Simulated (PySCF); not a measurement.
C4H6OS, SMILES C=C1O[C@@H](C)S1. Geometry: B3LYP-D3(BJ)/def2-SVP. The structure was generated by enumeration; whether it is a known compound was not checked.

Computed with B3LYP-D3(BJ)/def2-SVP (PySCF 2.14.0).

Harmonic wavenumbers (cm⁻¹): 106, 239, 284, 353, 433, 533, 587, 660, 669, 708, 770, 886, 960, 1010, 1097, 1135, 1155, 1272, 1352, 1385, 1400, 1451, 1458, 1735, 3035, 3069, 3120, 3145, 3170, 3277. Rotational constants (GHz): 5.314, 2.550, 1.886; symmetry number 1.

Task: Work out the zero-point energy and the ideal-gas rigid-rotor harmonic-oscillator thermochemistry at 298.15 K and 1 atm.

Result: ZPE = ½ Σ hcν = ½ × 40452 cm⁻¹ = 241.96 kJ/mol. H − E(el) = 260.74 kJ/mol. Entropy in J/(mol K): translation 166.45, rotation 112.69, vibration 48.48, total 327.61. G − E(el) = 163.06 kJ/mol. Cp = 103.29 J/(mol K). Modes under 150 cm⁻¹ make the vibrational entropy uncertain.
